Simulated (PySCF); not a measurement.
**Structure revision by computed shifts**

A compound C₅H₆Cl₂O₂ gives the data below (simulated from a calculation) and was assigned the structure `C=C(C(=O)OC)C(Cl)Cl`.

13C{1H} NMR (computed): δ 170.8 (C), 159.6 (C), 151.0 (C), 62.3 (CH3), 25.7 (CH3).

1H NMR (500 MHz, computed): δ 3.77 (s, 3H), 2.46 (s, 3H).

[PySCF 2.14: PBE0/pcSseg-1 with gauge-including orbitals; coordinates at the GFN2-xTB level; averaged over atoms made equivalent by symmetry, fast rotation or ring inversion; non-relativistic Hamiltonian; no solvent; one conformer]

Referencing at the same level of theory: 1H, 13C against TMS.

Problem. Compare with the shifts computed for the proposed structure, pairing carbons in order of shift.

Solution. Mapped SMILES: `[CH2:1]=[C:2]([C:3](=[O:4])[O:5][CH3:6])[CH:7]([Cl:8])[Cl:9]` (H(Xn): hydrogen on atom n).

```json
{"atom": "C3", "computed for proposal": "170.8", "given list": "170.8", "difference": "+0.0"}
{"atom": "C2", "computed for proposal": "153.0", "given list": "159.6", "difference": "-6.6"}
{"atom": "C1", "computed for proposal": "144.1", "given list": "151.0", "difference": "-6.9"}
{"atom": "C7", "computed for proposal": "78.2", "given list": "62.3", "difference": "+15.9"}
{"atom": "C6", "computed for proposal": "54.8", "given list": "25.7", "difference": "+29.1"}
```

The rms difference is 15.5 ppm and the largest +29.1 ppm at C6 (methyl carbon bonded to O). The carbon types in order of shift don't match either: C, C, CH2, CH, CH3 for the proposal against C, C, C, CH3, CH3 in the data. The proposal doesn't fit.

Problem. Which isomer fits?

Solution. `CO/C(C(=O)Cl)=C(\C)Cl`.

- Carbon types of the structure: 3 × C, 2 × CH3, which accounts for all hydrogens.
- δC 170.8: carbonyl carbon.
- δC 159.6: β carbon of a C=C–C=O unit; conjugation with the carbonyl draws π density from the β position.
- δC 151.0: alkene carbon bearing oxygen; an sp2 carbon further deshielded by the attached heteroatom.
- δC 62.3: methyl carbon bonded to O; the inductive effect lowers its shielding.

Other isomers checked: CC(C)(C(=O)Cl)C(=O)Cl (rms 41.3 ppm); O=C1C[C@@H](Cl)[C@@H](Cl)CO1 (rms 54.0 ppm).

The data come from this structure; uniqueness wasn't tested.

Carbons that carry Cl, above all several Cl atoms, come out too deshielded, partly because spin–orbit coupling is missing. Shifts are as computed. Against solution values, carbons near 30 ppm lie about +3 ppm off and those near 130 ppm about +5 ppm; carbons on Cl a further +6 ppm. Of 1211 compounds with measured shifts, 218 miss one by over three times the rms of a fit or turn the order of signals round; such compounds aren't used in these exercises. Multiplicities follow the n + 1 count of equivalent neighbours, as no J values were calculated; m marks all less simple cases, F and P coupling included.
